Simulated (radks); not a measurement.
Values are calculated unless marked as measured or tabulated.
How relativity changes the ionisation of the tellurium ion Te3+ ([Kr] 4d10 5s2 5p1) to Te4+ ([Kr] 4d10 5s2). Spin-unpolarised spherical Kohn-Sham, PBE, point nucleus unless stated (finite: rms radius 4.7423 fm), a radial shooting solver on a logarithmic mesh with Libxc functionals. A level marked "c x" has the speed of light scaled by that factor and shares open shells by 2j + 1; other Dirac levels either fill j = l - 1/2 first or share by 2j + 1.

level                               E(Te3+) (hartree)  E(Te4+) (hartree)  IE (eV)   HOMO  <r> HOMO (bohr)
non-rel.                                  -6611.76615        -6610.43282   36.282     5p            2.253
scalar-rel.                               -6792.47689        -6791.13613   36.484     5p            2.230
scalar-rel., finite nucleus               -6792.26829        -6790.92751   36.484     5p            2.230
Dirac, 2j+1 shares                        -6794.79559        -6793.45351   36.520  5p3/2            2.253
Dirac, low j first                        -6794.82549        -6793.45351   37.334  5p1/2            2.185
Dirac, 2j+1 shares, finite nucleus        -6794.58630        -6793.24420   36.520  5p3/2            2.253
Dirac, c x 2                              -6655.09088        -6653.75551   36.337  5p3/2            2.253
Dirac, c x 5                              -6618.59863        -6617.26498   36.290  5p3/2            2.253
Dirac, c x 10                             -6613.47079        -6612.13738   36.284  5p3/2            2.253

NIST Atomic Spectra Database: 37.416 eV (measured). The relativistic part of the total energy of Te3+ is -182.8 hartree (Dirac, 2j+1 shares, finite nucleus), 2.8 % of the non-relativistic value. Spin polarisation and multiplet splitting of open shells are left out at every level.

Beside tabulated values, note that relativity, absent from the non-relativistic runs, is large for the heavy elements, and spin-unpolarised runs miss the spin-polarisation part of the exchange energy of open shells.
